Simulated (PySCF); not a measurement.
Predicted microwave data (PBE0-D3(BJ)/def2-SVP geometry optimisation, gas phase in PySCF 2.14.0) for one isomer of C8H14:

| Quantity | Value |
| --- | --- |
| Rotational constants | A = 3437, B = 997.3, C = 947.8 MHz |
| Dipole components | \|μa\| = 0.43 D, \|μb\| = 0.45 D, \|μc\| = 0.10 D |
| Inertial defect | -120.58 u·Å² |
| κ | -0.96 |

Problem. Which candidate fits, each taken in the one conformer that was computed?
A. `[CH2:1]1[CH2:2][CH2:3][C@H:4]2[CH2:5][CH2:6][C@H:7]2[CH2:8]1` with C8–C1–C2–C3 62°, C1–C2–C3–C4 -50°, C2–C3–C4–C5 -71°, C3–C4–C5–C6 145°
B. `[CH2:1]=[CH:2][CH2:3][CH:4]1[CH2:5][CH2:6][CH2:7][CH2:8]1` with C1–C2–C3–C4 -119°, C2–C3–C4–C5 -179°, C3–C4–C5–C6 -166°, C4–C5–C6–C7 28°, C5–C6–C7–C8 -4°, C6–C7–C8–C4 -21°
C. `[CH2:1]1[CH2:2][CH2:3][C:4]2([CH2:5][CH2:6]1)[CH2:7][CH2:8]2` with C6–C1–C2–C3 -55°, C1–C2–C3–C4 54°, C2–C3–C4–C5 -54°, C3–C4–C5–C6 54°
D. `[CH:1]#[C:2][CH2:3][C:4]([CH3:5])([CH3:6])[CH2:7][CH3:8]` with C2–C3–C4–C5 64°, C3–C4–C7–C8 -57°
E. `C1C[C@@H]2CC[C@H](C1)C2`
F. `[CH:1]#[C:2][CH2:3][CH2:4][C@H:5]([CH3:6])[CH2:7][CH3:8]` with C2–C3–C4–C5 -58°, C3–C4–C5–C6 -60°, C4–C5–C7–C8 -172°

Solution. F. It is C#CCC[C@H](C)CC, a near-prolate asymmetric top, point group C1. The candidates at the same level (rigid rotor, commonest isotopes):

| SMILES | A (MHz) | B (MHz) | C (MHz) | μa (D) | μb (D) | μc (D) | Δ (u·Å²) | point group | rotor |
| --- | --- | --- | --- | --- | --- | --- | --- | --- | --- |
| C1C[C@@H]2CC[C@H](C1)C2 | 2743 | 2436 | 1998 | 0.01 | 0.00 | 0.00 | -138.70 | Cs | asymmetric top |
| C#CCC[C@H](C)CC | 3437 | 997.3 | 947.8 | 0.43 | 0.45 | 0.10 | -120.58 | C1 | near-prolate asymmetric top |
| C#CCC(C)(C)CC | 2464 | 1606 | 1277 | 0.63 | 0.06 | 0.09 | -124.05 | C1 | asymmetric top |
| C1CC[C@H]2CC[C@H]2C1 | 3298 | 2001 | 1500 | 0.12 | 0.04 | 0.07 | -69.03 | C1 | asymmetric top |
| C=CCC1CCCC1 | 4758 | 1112 | 970.3 | 0.33 | 0.15 | 0.13 | -39.67 | C1 | near-prolate asymmetric top |
| C1CCC2(CC1)CC2 | 3524 | 1756 | 1422 | 0.19 | 0.00 | 0.01 | -75.81 | Cs | asymmetric top |

`C#CCC(C)(C)CC` has B 61 % too high; `C1C[C@@H]2CC[C@H](C1)C2` has B 144 % too high; `C1CC[C@H]2CC[C@H]2C1` has B 101 % too high; `C=CCC1CCCC1` has A 38 % too high; `C1CCC2(CC1)CC2` has B 76 % too high. No structure here is proved a minimum.
